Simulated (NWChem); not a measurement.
System: hydrogen selenide (H2Se); SMILES [SeH2]

The following NWChem deck was run.

```
start job
memory heap 200 mb stack 900 mb global 1100 mb
geometry units angstroms noautoz
  Se     0.000000     0.000000     0.077963
  H      1.055221     0.000000    -0.959662
  H     -1.055221     0.000000    -0.959662
end
basis spherical
  * library def2-svp
end
dft
  xc b3lyp
  iterations 150
  vectors input atomic output neutral.movecs
end
task dft energy
charge 1
dft
  odft
  mult 2
  vectors input atomic output cation.movecs
end
task dft energy
```

NWChem printed, in part:

```
             Northwest Computational Chemistry Package (NWChem) 7.3.0
             --------------------------------------------------------

 C2V symmetry detected

                             Geometry "geometry" -> ""
                             -------------------------

 Output coordinates in angstroms (scale by  1.889725989 to convert to a.u.)

  No.       Tag          Charge          X              Y              Z
 ---- ---------------- ---------- -------------- -------------- --------------
    1 Se                  34.0000     0.00000000     0.00000000     0.05764583
    2 H                    1.0000     1.05522100     0.00000000    -0.97997917
    3 H                    1.0000    -1.05522100     0.00000000    -0.97997917

 Effective nuclear repulsion energy (a.u.)      24.5656404292

      Symmetry information
      --------------------

 Group name             C2v
 Group number             16
 Group order               4
 No. of unique centers     2

                                 NWChem DFT Module
                                 -----------------

 Summary of "ao basis" -> "ao basis" (spherical)
 ------------------------------------------------------------------------------
       Tag                 Description            Shells   Functions and Types
 ---------------- ------------------------------  ------  ---------------------
 Se                         def2-svp                12       32   5s4p3d
 H                          def2-svp                 3        5   2s1p

      Symmetry analysis of basis
      --------------------------

        a1         19
        a2          4
        b1         11
        b2          8

            General Information
            -------------------
          SCF calculation type: DFT
          Wavefunction type:  closed shell.
          No. of atoms     :     3
          No. of electrons :    36
           Alpha electrons :    18
            Beta electrons :    18
          Charge           :     0
          Spin multiplicity:     1
          Use of symmetry is: on ; symmetry adaption is: on
          Maximum number of iterations: 150
          AO basis - number of functions:    42
                     number of shells:    18
          Convergence on energy requested:  1.00D-06
          Convergence on density requested:  1.00D-05
          Convergence on gradient requested:  5.00D-04

              XC Information
              --------------
                         B3LYP Method XC Potential
                     Hartree-Fock (Exact) Exchange  0.200
                        Slater Exchange Functional  0.800 local
                    Becke 1988 Exchange Functional  0.720 non-local
              Lee-Yang-Parr Correlation Functional  0.810
                  VWN I RPA Correlation Functional  0.190 local

             Grid Information
             ----------------
          Grid used for XC integration:  medium
          Radial quadrature: Mura-Knowles
          Angular quadrature: Lebedev.
          Tag              B.-S. Rad. Rad. Pts. Rad. Cut. Ang. Pts.
          ---              ---------- --------- --------- ---------
          Se                  1.15      112           7.0       590
          H                   0.35       45           8.0       434
          Grid pruning is: on
          Number of quadrature shells:   157
          Spatial weights used:  Erf1

      Superposition of Atomic Density Guess
      -------------------------------------

 Sum of atomic energies:       -2400.51034325

      Non-variational initial energy
      ------------------------------

 Total energy =   -2400.640173
 1-e energy   =   -3392.632412
 2-e energy   =     967.426599
 HOMO         =      -0.287418
 LUMO         =       0.068618

      Symmetry analysis of molecular orbitals - initial
      -------------------------------------------------

  Numbering of irreducible representations:

     1 a1          2 a2          3 b1          4 b2

  Orbital symmetries:

     1 a1          2 a1          3 b1          4 a1          5 b2
     6 a1          7 b1          8 a1          9 b2         10 b1
    11 a1         12 a1         13 a2         14 b2         15 a1
    16 b1         17 a1         18 b2         19 b1         20 a1
    21 a1         22 b1         23 a1         24 a1         25 a2
    26 b2         27 b2         28 b1

   convergence    iter        energy       DeltaE   RMS-Dens  Diis-err
 ---------------- ----- ----------------- --------- --------- ---------
 d= 0,ls=0.0,diis     1  -2402.4703783474 -2.43D+03  1.19D-02  1.79D-01
 d= 0,ls=0.0,diis     2  -2402.4836542622 -1.33D-02  5.31D-03  7.27D-02
 d= 0,ls=0.0,diis     3  -2402.4907585487 -7.10D-03  1.85D-03  4.49D-03
 d= 0,ls=0.0,diis     4  -2402.4912283765 -4.70D-04  3.43D-04  2.15D-04
 d= 0,ls=0.0,diis     5  -2402.4912506854 -2.23D-05  6.59D-05  7.56D-06
  Resetting Diis
 d= 0,ls=0.0,diis     6  -2402.4912519343 -1.25D-06  1.16D-05  1.38D-07
 d= 0,ls=0.0,diis     7  -2402.4912519619 -2.76D-08  1.65D-06  1.24D-09

         Total DFT energy =    -2402.491251961916
      One electron energy =    -3393.228484743879
           Coulomb energy =     1054.083288966650
    Exchange-Corr. energy =      -87.911696613860
 Nuclear repulsion energy =       24.565640429173

 Numeric. integr. density =       36.000012389534

                  Occupations of the irreducible representations
                  ----------------------------------------------

                     irrep           alpha         beta
                     --------     --------     --------
                     a1                9.0          9.0
                     a2                1.0          1.0
                     b1                4.0          4.0
                     b2                4.0          4.0

                       DFT Final Molecular Orbital Analysis
                       ------------------------------------

 Vector   16  Occ=2.000000D+00  E=-4.161118D-01  Symmetry=b1
              MO Center= -8.3D-15, -1.3D-16, -5.2D-01, r^2= 1.8D+00
   Bfn.  Coefficient  Atom+Function         Bfn.  Coefficient  Atom+Function
  ----- ------------  ---------------      ----- ------------  ---------------
    12      0.384549  1 Se px                33      0.319259  2 H  s
    38     -0.319259  3 H  s                 15      0.264491  1 Se px
     9     -0.248380  1 Se px                34      0.143890  2 H  s
    39     -0.143890  3 H  s                  6      0.081119  1 Se px
    21     -0.055948  1 Se d  1              31      0.043974  1 Se d  1

 Vector   17  Occ=2.000000D+00  E=-3.548831D-01  Symmetry=a1
              MO Center= -2.9D-15, -4.1D-16,  2.9D-02, r^2= 1.9D+00
   Bfn.  Coefficient  Atom+Function         Bfn.  Coefficient  Atom+Function
  ----- ------------  ---------------      ----- ------------  ---------------
    14      0.413187  1 Se pz                 4      0.347143  1 Se s
    17      0.344148  1 Se pz                 5      0.288659  1 Se s
    11     -0.266056  1 Se pz                 3     -0.238256  1 Se s
    33     -0.235745  2 H  s                 38     -0.235745  3 H  s
    34     -0.137372  2 H  s                 39     -0.137372  3 H  s

 Vector   18  Occ=2.000000D+00  E=-2.432285D-01  Symmetry=b2
              MO Center= -1.9D-15,  1.5D-13,  2.3D-02, r^2= 1.7D+00
   Bfn.  Coefficient  Atom+Function         Bfn.  Coefficient  Atom+Function
  ----- ------------  ---------------      ----- ------------  ---------------
    16      0.626625  1 Se py                13      0.512769  1 Se py
    10     -0.327109  1 Se py                 7      0.106175  1 Se py
    29     -0.025408  1 Se d -1

 Vector   19  Occ=0.000000D+00  E= 2.664570D-03  Symmetry=b1
              MO Center= -1.1D-13,  4.7D-16, -3.2D-01, r^2= 3.1D+00
   Bfn.  Coefficient  Atom+Function         Bfn.  Coefficient  Atom+Function
  ----- ------------  ---------------      ----- ------------  ---------------
    15      1.005768  1 Se px                34     -0.814072  2 H  s
    39      0.814072  3 H  s                 12      0.335160  1 Se px
    33     -0.264621  2 H  s                 38      0.264621  3 H  s
     9     -0.223288  1 Se px                31     -0.102017  1 Se d  1
    21      0.082235  1 Se d  1               6      0.072152  1 Se px

 Vector   20  Occ=0.000000D+00  E= 2.190362D-02  Symmetry=a1
              MO Center=  1.3D-13,  1.2D-15, -7.5D-01, r^2= 3.6D+00
   Bfn.  Coefficient  Atom+Function         Bfn.  Coefficient  Atom+Function
  ----- ------------  ---------------      ----- ------------  ---------------
    34      1.047308  2 H  s                 39      1.047308  3 H  s
    17      0.984899  1 Se pz                 5     -0.942799  1 Se s
     4     -0.458832  1 Se s                 14      0.274199  1 Se pz
     3      0.263435  1 Se s                 11     -0.182536  1 Se pz
    33      0.170009  2 H  s                 38      0.170009  3 H  s

 Vector   21  Occ=0.000000D+00  E= 3.028943D-01  Symmetry=a1
              MO Center= -2.2D-13, -1.4D-13, -3.6D-02, r^2= 2.7D+00
   Bfn.  Coefficient  Atom+Function         Bfn.  Coefficient  Atom+Function
  ----- ------------  ---------------      ----- ------------  ---------------
     5      2.382129  1 Se s                  4     -1.779647  1 Se s
    17     -0.492625  1 Se pz                 3      0.402998  1 Se s
    34     -0.371468  2 H  s                 39     -0.371468  3 H  s
    32     -0.321415  1 Se d  2              33     -0.322499  2 H  s
    38     -0.322499  3 H  s                 14     -0.145989  1 Se pz

     Multipole analysis of the density
     ---------------------------------

     L   x y z        total         alpha         beta         nuclear
     -   - - -        -----         -----         ----         -------
     0   0 0 0     -0.000000    -18.000000    -18.000000     36.000000

     1   1 0 0     -0.000000     -0.000000     -0.000000      0.000000
     1   0 1 0      0.000000      0.000000      0.000000      0.000000
     1   0 0 1     -0.330654     -0.165327     -0.165327      0.000000

     2   2 0 0    -12.937791    -10.445245    -10.445245      7.952699
     2   1 1 0      0.000000      0.000000      0.000000      0.000000
     2   1 0 1     -0.000000     -0.000000     -0.000000      0.000000
     2   0 2 0    -16.196746     -8.098373     -8.098373      0.000000
     2   0 1 1      0.000000      0.000000      0.000000      0.000000
     2   0 0 2    -13.690835    -10.476657    -10.476657      7.262480

                                 NWChem DFT Module
                                 -----------------

      Symmetry analysis of basis
      --------------------------

        a1         19
        a2          4
        b1         11
        b2          8

            General Information
            -------------------
          SCF calculation type: DFT
          Wavefunction type:  spin polarized.
          No. of atoms     :     3
          No. of electrons :    35
           Alpha electrons :    18
            Beta electrons :    17
          Charge           :     1
          Spin multiplicity:     2
          Use of symmetry is: on ; symmetry adaption is: on
          Maximum number of iterations: 150
          AO basis - number of functions:    42
                     number of shells:    18
          Convergence on energy requested:  1.00D-06
          Convergence on density requested:  1.00D-05
          Convergence on gradient requested:  5.00D-04

              XC Information
              --------------
                         B3LYP Method XC Potential
                     Hartree-Fock (Exact) Exchange  0.200
                        Slater Exchange Functional  0.800 local
                    Becke 1988 Exchange Functional  0.720 non-local
              Lee-Yang-Parr Correlation Functional  0.810
                  VWN I RPA Correlation Functional  0.190 local

             Grid Information
             ----------------
          Grid used for XC integration:  medium
          Radial quadrature: Mura-Knowles
          Angular quadrature: Lebedev.
          Tag              B.-S. Rad. Rad. Pts. Rad. Cut. Ang. Pts.
          ---              ---------- --------- --------- ---------
          Se                  1.15      112           7.0       590
          H                   0.35       45           8.0       434
          Grid pruning is: on
          Number of quadrature shells:   157
          Spatial weights used:  Erf1

      Superposition of Atomic Density Guess
      -------------------------------------

 Sum of atomic energies:       -2400.51034325

 Renormalizing density from      36.00 to     35

      Non-variational initial energy
      ------------------------------

 Total energy =   -2359.399834
 1-e energy   =   -3298.392623
 2-e energy   =     914.427148
 HOMO         =      -0.790290
 LUMO         =      -0.314683

   Symmetry analysis of molecular orbitals - initial alpha
   -------------------------------------------------------

  Numbering of irreducible representations:

     1 a1          2 a2          3 b1          4 b2

  Orbital symmetries:

     1 a1          2 a1          3 b1          4 a1          5 b2
     6 a1          7 b1          8 a1          9 b2         10 b1
    11 a1         12 a2         13 b2         14 a1         15 a1
    16 b1         17 a1         18 b2         19 b1         20 a1
    21 a1         22 a1         23 b1         24 a2         25 b2
    26 a1         27 b2         28 b1

   Symmetry analysis of molecular orbitals - initial beta
   ------------------------------------------------------

  Numbering of irreducible representations:

     1 a1          2 a2          3 b1          4 b2

  Orbital symmetries:

     1 a1          2 a1          3 b1          4 a1          5 b2
     6 a1          7 b1          8 a1          9 b2         10 b1
    11 a1         12 a2         13 b2         14 a1         15 a1
    16 b1         17 a1         18 b2         19 b1         20 a1
    21 a1         22 a1         23 b1         24 a2         25 b2
    26 a1         27 b2         28 b1

   convergence    iter        energy       DeltaE   RMS-Dens  Diis-err
 ---------------- ----- ----------------- --------- --------- ---------
 d= 0,ls=0.0,diis     1  -2401.6587069831 -2.43D+03  3.12D-02  2.88D+00
                                                     3.01D-02  2.90D+00
 d= 0,ls=0.0,diis     2  -2401.6838598326 -2.52D-02  1.73D-02  2.91D+00
                                                     1.66D-02  2.87D+00
 d= 0,ls=0.0,diis     3  -2402.1311380274 -4.47D-01  9.22D-04  3.88D-04
                                                     1.01D-03  4.85D-04
 d= 0,ls=0.0,diis     4  -2402.1313572942 -2.19D-04  4.18D-04  2.43D-04
                                                     3.62D-04  1.69D-04
 d= 0,ls=0.0,diis     5  -2402.1315005412 -1.43D-04  3.20D-05  1.60D-06
                                                     4.01D-05  1.87D-06
  Resetting Diis
 d= 0,ls=0.0,diis     6  -2402.1315023267 -1.79D-06  2.12D-05  2.31D-07
                                                     2.01D-05  2.06D-07
 d= 0,ls=0.0,diis     7  -2402.1315027225 -3.96D-07  4.25D-06  1.10D-08
                                                     4.59D-06  1.16D-08

         Total DFT energy =    -2402.131502722485
      One electron energy =    -3380.434430951344
           Coulomb energy =     1041.357173713743
    Exchange-Corr. energy =      -87.619885914057
 Nuclear repulsion energy =       24.565640429173

 Numeric. integr. density =       35.000012120280

                  Occupations of the irreducible representations
                  ----------------------------------------------

[...]
```

Level: B3LYP/def2-SVP, vertical spin-unrestricted ions. Coordinates come from a B3LYP/6-31G* (spherical d) optimisation.
